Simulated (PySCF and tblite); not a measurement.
The numbers below are computed, except where a source is named.
# C₄H₁₂Cl₂Si₂, numbered as in [CH3:1][Si:2]([CH3:3])([Cl:4])[Si:5]([CH3:6])([CH3:7])[Cl:8]: conformational analysis

Free energies: PBE0-D3(BJ)/pcSseg-1 (IEF-PCM, chloroform) on GFN2-xTB structures plus GFN2-xTB thermal terms, symmetry and mirror images included. Conformers within 3 kcal/mol (GFN2-xTB free energy) were kept, 10 at most. GIAO shieldings: PBE0/pcSseg-1 (IEF-PCM, chloroform). Shifts are against TMS (¹H), TMS (¹³C), TMS (²⁹Si) at the same level. Programs: PySCF with density fitting and tblite.

Torsions listed: Cl4–Si2–Si5–Cl8. Of a mirror pair one member is shown.

| conformer | shape | symmetry | E(GFN2) kcal/mol | E(DFT) kcal/mol | G(298.15 K) kcal/mol | weight % | dipole D |
| --- | --- | --- | --- | --- | --- | --- | --- |
| 1 | 180° | C2h | 0.00 | 0.00 | 0.00 | 69.7 | 0.00 |
| 2 | 68° | C2 (pair) | 0.47 | 0.82 | 0.49 | 30.3 | 3.89 |

Weights (%) against temperature:

```tsv
T (K)	1	2	S(mix) cal/mol/K
150	91.6	8.4	0.69
200	83.3	16.7	1.13
250	75.7	24.3	1.44
298.15	69.7	30.3	1.64
400	60.6	39.4	1.88
```

Averaged shifts at 298.15 K. ¹H: 0.52 (H1/H3/H6/H7, 12H) ppm. ¹³C: 4.2 (C1/C3/C6/C7) ppm. ²⁹Si: 19.7 (Si2/Si5) ppm.

Coordinates of conformer 1 (Å):

```xyz
20

C     2.093    0.802    1.311
Si    0.998   -0.465    0.396
C     2.031   -1.280   -0.988
Cl    0.556   -1.946    1.748
Si   -0.999    0.467   -0.395
C    -2.033    1.280    0.988
C    -2.093   -0.801   -1.312
Cl   -0.556    1.948   -1.746
H     3.014    0.351    1.671
H     2.362    1.626    0.657
H     1.579    1.221    2.172
H     2.297   -0.554   -1.751
H     1.481   -2.081   -1.474
H     2.954   -1.706   -0.602
H    -2.954    1.708    0.601
H    -2.300    0.554    1.750
H    -1.482    2.080    1.475
H    -2.362   -1.625   -0.658
H    -3.014   -0.349   -1.673
H    -1.578   -1.219   -2.173
```

Coordinates of conformer 2 (Å):

```xyz
20

C     1.937    1.772    0.486
Si    1.135    0.042    0.585
C     1.876   -1.055   -0.791
Cl    1.729   -0.786    2.362
Si   -1.200    0.121    0.423
C    -2.017   -1.569    0.769
C    -1.742    0.719   -1.308
Cl   -1.994    1.450    1.763
H     3.018    1.720    0.589
H     1.718    2.252   -0.463
H     1.564    2.421    1.274
H     1.633   -0.673   -1.778
H     1.500   -2.073   -0.730
H     2.958   -1.105   -0.715
H    -3.102   -1.510    0.716
H    -1.692   -2.317    0.052
H    -1.759   -1.932    1.760
H    -2.824    0.768   -1.387
H    -1.357    1.712   -1.522
H    -1.386    0.053   -2.088
```

Unscaled ²⁹Si shifts at such levels can be off by tens of ppm; differences between conformers or isomers are more reliable. Shifts are unscaled: against experiment ¹³C can be off by 15 ppm or more and ¹H by 0.8 ppm.

Search and properties took 2.7 min on 1 thread of Arm Neoverse N1, on a host shared with other jobs (rough), launched as `OMP_NUM_THREADS=1 python ens_run.py task.json out`.


Conformer gaps in pcSseg-1 on xTB geometries can be 2 kcal/mol off for S=O, P=O and other polar bonds.